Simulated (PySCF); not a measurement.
One of the candidates below gave these computed data.

All candidates are C9H11B.

- 1H NMR: chemical shifts (computed TMS as zero) by class: 8.19 (2 H), 8.03 (2 H), 7.42 (2 H), 6.28 (1 H), 5.40 (1 H), 5.27 (1 H), 2.56 (2 H) ppm [GIAO PBE0/pcSseg-1]
- Triplet: lowest triplet excitation (Tamm–Dancoff): 2.73 eV [TDA B3LYP/def2-SVPD]
- UV, strongest line: among the 10 lowest singlet transitions: S8 at 6.01 eV (206 nm, f = 0.737) [TDDFT B3LYP/def2-SVPD]
- Valence photoelectron: vertical ionisation energy: 8.70 eV [ΔSCF B3LYP/def2-SVPD]
- NMR, other nuclei: isotropic shieldings of nuclei other than C and H, by class: 51 (1 B) ppm [GIAO PBE0/pcSseg-1]
- UV, first state: lowest singlet excitation: 3.74 eV (331 nm, f = 0.000) [TDDFT B3LYP/def2-SVPD]
- Dipole: 2.18 D [B3LYP/def2-SVPD]
- Polarisability: 127.7 au [B3LYP/def2-SVPD]
- 13C NMR: chemical shifts (computed TMS as zero) by class: 161.8 (2 C), 153.9 (2 C), 149.6 (1 C), 142.6 (2 C), 120.5 (1 C), 36.7 (1 C) ppm [GIAO PBE0/pcSseg-1]
- Rotational structure: rotational constants A, B, C: 2.877, 0.762, 0.617 GHz [PBE0-D3(BJ)/def2-SVP]

The electronic properties come from PySCF, for the isolated species, density fitting. Levels stand in brackets. Geometry: PBE0-D3(BJ)/def2-SVP, one conformer, isolated molecule. NMR classes are plain means over equivalent atoms (diastereotopic ones count apart unless rotation or inversion swaps them), as if these changed places fast.

Question: Which candidate is it?
A. `C=CCC1=CC=CBC=C1`
B. `C=CCB1C=CC=CC=C1`
C. `C=C(C)C1=CBC=CC=C1`

Answer: B. It is `C=CCB1C=CC=CC=C1`. Numbering: `[CH2:1]=[CH:2][CH2:3][B:4]1[CH:5]=[CH:6][CH:7]=[CH:8][CH:9]=[CH:10]1`. 9 carbons fall into 6 classes; from least to most shielded: unsaturated ring CH carbon [C5/C10] (161.8 ppm, 2 C), unsaturated ring CH carbon [C6/C9] (153.9 ppm, 2 C), alkene CH carbon [C2] (149.6 ppm), unsaturated ring CH carbon [C7/C8] (142.6 ppm, 2 C), terminal =CH2 carbon [C1] (120.5 ppm), chain sp3 carbon bound to boron [C3] (36.7 ppm). Hydrogen classes from least to most shielded: 2 H on 2 unsaturated ring CH carbons, C5/C10 (8.19 ppm), 2 H on 2 unsaturated ring CH carbons, C6/C9 (8.03 ppm), 2 H on 2 unsaturated ring CH carbons, C7/C8 (7.42 ppm), 1 H on an alkene CH carbon, C2 (6.28 ppm), 1 H on a terminal =CH2 carbon, C1 (5.40 ppm), 1 H on a terminal =CH2 carbon, C1 (5.27 ppm), 2 H on an sp3 carbon bound to boron, C3 (2.56 ppm). The other shieldings belong to: 51 ppm, ring boron [B4]. S1 is mainly HOMO→LUMO (weight 0.97); the largest Löwdin shares of the orbital it empties are 0.35 on the terminal =CH2 carbon, 0.29 on the alkene CH carbon, 0.11 on the sp3 carbon bound to boron and 0.06 on the ring boron, of the orbital it fills 0.18 on each of 2 atoms of one kind (unsaturated ring CH carbon), 0.16 on an unsaturated ring CH carbon and 0.15 on an unsaturated ring CH carbon. The optimised geometry has point group C1 and is an asymmetric top.

The others, at the same levels:
- `C=CCC1=CC=CBC=C1` fails: it has 9 carbon classes against 6; its computed 13C shifts are 162.0 (1 C), 161.8 (1 C), 157.8 (1 C), 155.5 (1 C), 154.7 (1 C), 147.9 (1 C), 142.8 (1 C), 124.6 (1 C), 51.8 (1 C) ppm, 1H shifts are 8.47 (1 H), 8.42 (1 H), 8.10 (1 H), 8.04 (1 H), 7.43 (1 H), 6.36 (1 H), 6.03 (1 H), 5.60 (1 H), 5.42 (1 H), 3.37 (2 H) ppm and smallest rotational constant is 0.662 GHz (against 0.617 GHz).
- `C=C(C)C1=CBC=CC=C1` fails: it has 9 carbon classes against 6; its computed 13C shifts are 166.4 (1 C), 164.0 (1 C), 158.5 (1 C), 155.9 (1 C), 154.8 (1 C), 144.5 (1 C), 142.0 (1 C), 125.9 (1 C), 24.8 (1 C) ppm, 1H shifts are 8.47 (1 H), 8.44 (1 H), 8.06 (1 H), 7.74 (1 H), 7.47 (1 H), 6.40 (1 H), 5.71 (1 H), 5.70 (1 H), 2.32 (3 H) ppm and lowest singlet excitation is 4.05 eV (306 nm, f = 0.001) (against 3.74 eV).

Each candidate is one conformer, not necessarily the lowest. The conformers computed, where there is a choice (atom-mapped SMILES and torsion angles):
- `[CH2:1]=[CH:2][CH2:3][B:4]1[CH:5]=[CH:6][CH:7]=[CH:8][CH:9]=[CH:10]1`: C1–C2–C3–B4 106°, C2–C3–B4–C5 -16°
- `[CH2:1]=[CH:2][CH2:3][C:4]1=[CH:5][CH:6]=[CH:7][BH:8][CH:9]=[CH:10]1`: C1–C2–C3–C4 -121°, C2–C3–C4–C5 -115°
- `[CH2:1]=[C:2]([CH3:3])[C:4]1=[CH:5][BH:6][CH:7]=[CH:8][CH:9]=[CH:10]1`: C1–C2–C4–C5 -146°
